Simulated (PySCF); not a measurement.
phosphoric acid anion (H3O4P), SMILES O=P(O)(O)O (connectivity only; charge and spin as stated), charge -1, multiplicity 2. The structure is a stationary point at B3LYP-D3(BJ)/def2-SVPD. The spin state was assumed, not searched. Other conformers were not sampled.

Method: PySCF with B3LYP-D3(BJ)/def2-SVPD.

Harmonic wavenumbers (cm⁻¹): 184, 200, 263, 333, 354, 406, 420, 452, 547, 551, 748, 896, 957, 1100, 1101, 3797, 3800, 3806. Rotational constants (GHz): 5.801, 3.721, 2.852; symmetry number 1.

Work out the zero-point energy and the ideal-gas rigid-rotor harmonic-oscillator thermochemistry at 298.15 K and 1 atm.

ZPE = ½ Σ hcν = ½ × 19916 cm⁻¹ = 119.12 kJ/mol. H − E(el) = 139.10 kJ/mol. Entropy in J/(mol K): translation 165.93, rotation 109.03, vibration 53.55, spin 5.76, total 334.27. G − E(el) = 39.44 kJ/mol. Cp = 105.95 J/(mol K).
